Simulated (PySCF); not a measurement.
**Dipole response of Ga⁺ (gallium, charge +1)**

[Ar] 3d10 4s2, closed-shell 1S. All numbers are calculated (PySCF 2.14, scalar relativity by spin-free X2C-1e, in ANO-RCC-VTZP (6s5p3d1f, 43 functions)). Coupled (time-dependent) response in atomic units; α is the mean over directions. The basis has no added diffuse functions, which lowers α and C₆.

| method | mean α (bohr³) | C₆ (like pair) | S(−4) |
| --- | --- | --- | --- |
| UHF | 21.08 | 109.2 | 224.1 |
| PBE | 17.12 | 82.20 | 144.2 |
| PBE0 | 18.05 | 88.18 | 161.7 |
| r2SCAN0 | 18.44 | 93.44 | 159.3 |
| B97-3 | 17.70 | 85.84 | 155.4 |

S(−4) is the Cauchy moment in α(ω) = α(0) + S(−4) ω² + …

α(iu) at PBE0:

```tsv
u (hartree)	α(iu) (bohr³)
0	18.05
0.0500	17.65
0.100	16.57
0.200	13.38
0.300	10.24
0.500	6.098
0.750	3.638
1.00	2.466
1.50	1.444
2.00	1.019
3.00	0.6587
5.00	0.3920
```

A single London oscillator, α(iu) = α/(1 + u²/ω²), gives C₆ = (3/4) ω α². Matching the computed C₆ needs ω = 4 × 88.18 / (3 × 18.05²) = 0.361 hartree.

For an ion, C₆ is the dispersion term alone; charge-induced terms of lower order in 1/R come first.
